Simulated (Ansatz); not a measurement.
```xyz
11

N     0.109    1.559    0.946
C     1.004    1.014   -0.066
In    0.430   -0.915   -0.915
N    -1.298   -1.520   -0.053
H    -0.824    1.689    0.576
H     0.021    0.928    1.733
H     2.006    0.922    0.359
H     1.100    1.736   -0.880
H     1.028   -2.029   -2.081
H    -1.800   -1.005    0.651
H    -1.775   -2.380   -0.270
```

Charge 0, multiplicity 1. In: def2 effective core potential.

(1) List the PBE0/def2-TZVPP orbital energies in eV (Ansatz). (An estimate is asked.)

Results:

(1) Ansatz gave: Occupied: -390.97, -390.23, -278.72, -127.62, -84.12, -83.82, -83.80, -24.63, -22.77, -20.79, -20.60, -20.59, -20.54, -20.30, -17.98, -13.89, -12.76, -12.15, -11.66, -10.38, -9.46, -8.60, -6.74, -5.97. Lowest empty: -0.82, -0.05, 0.29, 1.35, 1.62, 2.00, 2.73, 3.13.
